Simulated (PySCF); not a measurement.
Species: C₃H₃BF₂.
Cartesian coordinates in Å at the PBE0-D3(BJ)/def2-SVP level; atoms count from 1:
```
atom  x, y, z in Å
F1     2.415    0.808   -0.240
B2     1.697   -0.284   -0.031
C3     0.175   -0.181    0.015
C4    -1.025   -0.670    0.141
F5    -1.761   -1.722    0.330
C6    -1.073    0.764   -0.078
H7     2.283   -1.330    0.119
H8    -1.287    1.446    0.759
H9    -1.367    1.164   -1.061
```

Jobs on this species (9 atoms, 44 electrons) with PySCF (density fitting). Hardware of each: Arm Neoverse V1, one thread, on a shared host. Other jobs ran on the host; a repeat could differ by tens of per cent or more. Peak memory is the resident size of the whole Python process, interpreter and libraries included.

| level and settings | work | basis functions | SCF cycles | wall time | peak memory |
| --- | --- | --- | --- | --- | --- |
| delta-SCF UKS PBE, pcX-2 on the ionised atom, pcseg-1 elsewhere, spin-free X2C | ΔSCF core ionisation, 6 holes | 130 | ? | ? | ? |
| delta-SCF UKS SCAN, pcX-1 on the ionised atom, pcseg-1 elsewhere, spin-free X2C | ΔSCF core ionisation, 6 holes | 109 | ? | ? | ? |
| PBE0-D3(BJ)/def2-SVP, grid level 1 | geometry optimisation from a GFN2-xTB start shaken at random | 99 | 81 | 39 s | 0.40 GiB |
| delta-SCF UKS SCAN, def2-TZVP on the ionised atom, pcseg-1 elsewhere, spin-free X2C | ΔSCF core ionisation, 6 holes | 116 | 115 | 27 s | 0.47 GiB |
| delta-SCF UKS SCAN, pcX-2 on the ionised atom, pcseg-1 elsewhere, non-relativistic | ΔSCF core ionisation, 6 holes | 130 | 117 | 29 s | 0.47 GiB |
| delta-SCF UKS SCAN, pcX-2 on the ionised atom, pcseg-1 elsewhere, spin-free X2C | ΔSCF core ionisation, 6 holes | 130 | 118 | 31 s | 0.46 GiB |
| delta-SCF UKS PBE0, pcX-2 on the ionised atom, pcseg-1 elsewhere, spin-free X2C | ΔSCF core ionisation, 6 holes | 130 | 103 | 33 s | 0.47 GiB |
| delta-SCF UKS B3LYP, pcX-2 on the ionised atom, pcseg-1 elsewhere, spin-free X2C | ΔSCF core ionisation, 6 holes | 130 | 102 | 34 s | 0.48 GiB |

Q: Fill in the missing figures.

A: 
- delta-SCF UKS PBE, pcX-2 on the ionised atom, pcseg-1 elsewhere, spin-free X2C; ΔSCF core ionisation, 6 holes: 18 s, 0.47 GiB, 111 SCF cycles
- delta-SCF UKS SCAN, pcX-1 on the ionised atom, pcseg-1 elsewhere, spin-free X2C; ΔSCF core ionisation, 6 holes: 24 s, 0.47 GiB, 117 SCF cycles

Q: What do all jobs in the table cost together?

A: About 3.9 min; the longest takes about 17 % of that, and about 2.2 times as long as the shortest.
